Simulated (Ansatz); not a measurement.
The same path of C2H3BFO (8 atoms, charge 1, multiplicity 1) was run 3 times with different band settings. The coordinate that changes most is the dihedral C2–O3–B4–F5.

Method: Ansatz, RKS B3LYP/def2-SVP.

Relaxed end points:

```xyz
8
Properties=species:S:1:pos:R:3
C -0.548 2.049 0.077
C -0.027 0.968 0.131
O 0.564 -0.251 0.195
B -0.051 -1.541 -0.248
F 0.748 -2.520 -0.063
H -1.016 3.021 0.027
H 1.480 -0.259 0.570
H -1.150 -1.468 -0.688
```

```xyz
8
Properties=species:S:1:pos:R:3
C -0.513 2.045 0.090
C 0.003 0.962 0.142
O 0.582 -0.266 0.199
B -0.037 -1.557 -0.244
F -1.213 -1.414 -0.705
H -0.975 3.020 0.044
H 1.495 -0.280 0.572
H 0.658 -2.510 -0.099
```

Common settings: movable images 7; climbing image yes; spring 5.0 eV/Å²; optimiser quadratic models (default); start path IDPP; end points relaxed.

| run | force threshold | iteration limit |
| --- | --- | --- |
| 1 | 0.05 eV/Å | 48 |
| 2 | 0.2 eV/Å | 60 |
| 3 | 0.2 eV/Å | 60 |

What does each run give, and how far can it be trusted?

Run 1: converged after 8 iterations, highest image 0.404 eV above the first end. A vibrational analysis at the climbing image gives one clearly imaginary mode, 314i cm⁻¹, and a faint second one (35i cm⁻¹) that may be numerical noise or a soft torsion: probably a first-order saddle point.
Run 2: converged after 5 iterations, highest image 0.405 eV above the first end. The threshold of 0.2 eV/Å is loose, so the images may lie well off the minimum-energy path. Another band between the same ends (7 images) ends at a top of the same energy, where a vibrational analysis finds 1 clearly imaginary mode.
Run 3: converged after 5 iterations, highest image 0.405 eV above the first end. The threshold of 0.2 eV/Å is loose, so the images may lie well off the minimum-energy path. Another band between the same ends (7 images) ends at a top of the same energy, where a vibrational analysis finds 1 clearly imaginary mode.
Limits of this set-up: the dipole of an ion depends on the origin.
